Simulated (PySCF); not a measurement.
C₄H₃Br.

```xyz
8

C     -1.0052     2.7888     0.0000
C     -0.0172     2.0829     0.0000
C      1.1585     1.2874     0.0000
C      1.2126    -0.0563     0.0000
Br    -0.2996    -1.1782     0.0000
H     -1.8855     3.4034     0.0000
H      2.1195     1.8161     0.0000
H      2.1593    -0.5981     0.0000
```

Geometry: B3LYP-D3(BJ)/def2-SVP.

All values below come from PBE/pcSseg-1 run with PySCF. Non-relativistic, no solvent.

Computed absolute GIAO shielding of each atom: isotropic value and principal components (ppm):
| atom | σ(iso) | σ11 | σ22 | σ33 | span |
|---|---|---|---|---|---|
| C1 | 84.3 | 27.7 | 42.6 | 182.5 | 154.8 |
| C2 | 96.8 | -0.8 | 5.7 | 285.5 | 286.3 |
| C3 | 59.8 | -42.3 | 80.3 | 141.5 | 183.8 |
| C4 | 36.1 | -65.6 | 50.9 | 122.9 | 188.5 |
| Br5 | 1924.6 | 1248.9 | 1954.3 | 2570.7 | 1321.7 |
| H6 | 27.7 | 24.2 | 24.8 | 34.2 | 10.0 |
| H7 | 25.2 | 22.0 | 25.3 | 28.3 | 6.3 |
| H8 | 24.7 | 20.4 | 24.3 | 29.5 | 9.1 |
